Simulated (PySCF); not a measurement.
COS, charge +1, doublet, at a GFN2-xTB geometry (a state made from the parent by changing its charge; the spin is typed, not shown lowest); DF-R2SCAN/cc-pVDZ in PySCF.

PySCF was given this input:
```python
from pyscf import gto, scf, dft

mol = gto.M(
    atom='''
O    -0.000000   -0.000000   -1.683669
C    -0.000000   -0.000000   -0.552454
S     0.000000    0.000000    1.049005
''',
    basis='cc-pvdz',
    charge=1,
    spin=1,
    verbose=4,
)

mf = dft.UKS(mol)
mf.xc = 'r2scan'
mf = mf.density_fit(auxbasis='def2-universal-jkfit')
mf.kernel()
```

It wrote (shortened):

```
PySCF version 2.14.0

[INPUT] verbose = 4
[INPUT] num. atoms = 3
[INPUT] num. electrons = 29
[INPUT] charge = 1
[INPUT] spin (= nelec alpha-beta = 2S) = 1
[INPUT] symmetry False subgroup None
[INPUT] Mole.unit = angstrom
[INPUT] Symbol           X                Y                Z      unit          X                Y                Z       unit  Magmom
[INPUT]  1 O      0.000000000000   0.000000000000  -1.683669000000 AA    0.000000000000   0.000000000000  -3.181673294420 Bohr   0.0
[INPUT]  2 C      0.000000000000   0.000000000000  -0.552454000000 AA    0.000000000000   0.000000000000  -1.043986756420 Bohr   0.0
[INPUT]  3 S      0.000000000000   0.000000000000   1.049005000000 AA    0.000000000000   0.000000000000   1.982332153299 Bohr   0.0

nuclear repulsion = 78.9628478988569
number of shells = 15
number of NR pGTOs = 93
number of NR cGTOs = 46
basis = cc-pvdz
ecp = {}

******** <class 'pyscf.df.df_jk.DFUKS'> ********
method = DFUKS
initial guess = minao
damping factor = 0
level_shift factor = 0
DIIS = <class 'pyscf.scf.diis.CDIIS'>
diis_start_cycle = 1
diis_space = 8
diis_damp = 0
SCF conv_tol = 1e-09
SCF conv_tol_grad = None
SCF max_cycles = 50
direct_scf = False
number electrons alpha = 15  beta = 14
XC library pyscf.dft.libxc version 7.1.2
    S. Lehtola, C. Steigemann, M. J. T. Oliveira, and M. A. L. Marques,  SoftwareX 7, 1–5 (2018)
XC functionals = r2scan
    J. W. Furness, A. D. Kaplan, J. Ning, J. P. Perdew, and J. Sun,  J. Phys. Chem. Lett. 11, 8208–8215 (2020)
    J. W. Furness, A. D. Kaplan, J. Ning, J. P. Perdew, and J. Sun,  J. Phys. Chem. Lett. 11, 9248–9248 (2020)
    J. W. Furness, A. D. Kaplan, J. Ning, J. P. Perdew, and J. Sun,  J. Phys. Chem. Lett. 11, 8208–8215 (2020)
    J. W. Furness, A. D. Kaplan, J. Ning, J. P. Perdew, and J. Sun,  J. Phys. Chem. Lett. 11, 9248–9248 (2020)
radial grids:
    Treutler-Ahlrichs [JCP 102, 346 (1995); DOI:10.1063/1.469408] (M4) radial grids

becke partition: Becke, JCP 88, 2547 (1988); DOI:10.1063/1.454033
pruning grids: <function nwchem_prune>
grids dens level: 3
symmetrized grids: False
atomic radii adjust function: <function treutler_atomic_radii_adjust>
small_rho_cutoff = 0
Set gradient conv threshold to 3.16228e-05
tot grids = 47080
init E= -511.913852970247

cycle= 1 E= -510.950250288383  delta_E= 0.964  |g|= 0.479  |ddm|= 1.49
cycle= 2 E= -509.838840620268  delta_E= 1.11  |g|= 1.61  |ddm|= 1.25
cycle= 3 E= -511.049820504684  delta_E= -1.21  |g|= 0.113  |ddm|= 1.02
cycle= 4 E= -511.050975666484  delta_E= -0.00116  |g|= 0.103  |ddm|= 0.194
cycle= 5 E= -511.058092049983  delta_E= -0.00712  |g|= 0.0125  |ddm|= 0.11
cycle= 6 E= -511.058205404725  delta_E= -0.000113  |g|= 0.00533  |ddm|= 0.0167
cycle= 7 E= -511.058240264104  delta_E= -3.49e-05  |g|= 0.00139  |ddm|= 0.00894
cycle= 8 E= -511.058244638977  delta_E= -4.37e-06  |g|= 0.000551  |ddm|= 0.00394
cycle= 9 E= -511.058245023353  delta_E= -3.84e-07  |g|= 0.000243  |ddm|= 0.0012
cycle= 10 E= -511.058245073568  delta_E= -5.02e-08  |g|= 2.5e-05  |ddm|= 0.000386
cycle= 11 E= -511.058245074215  delta_E= -6.46e-10  |g|= 6.27e-06  |ddm|= 4.13e-05
Extra cycle  E= -511.058245074206  delta_E= 8.53e-12  |g|= 1.09e-05  |ddm|= 1.97e-05
converged SCF energy = -511.058245074206  <S^2> = 0.76068758  2S+1 = 2.0106592
```
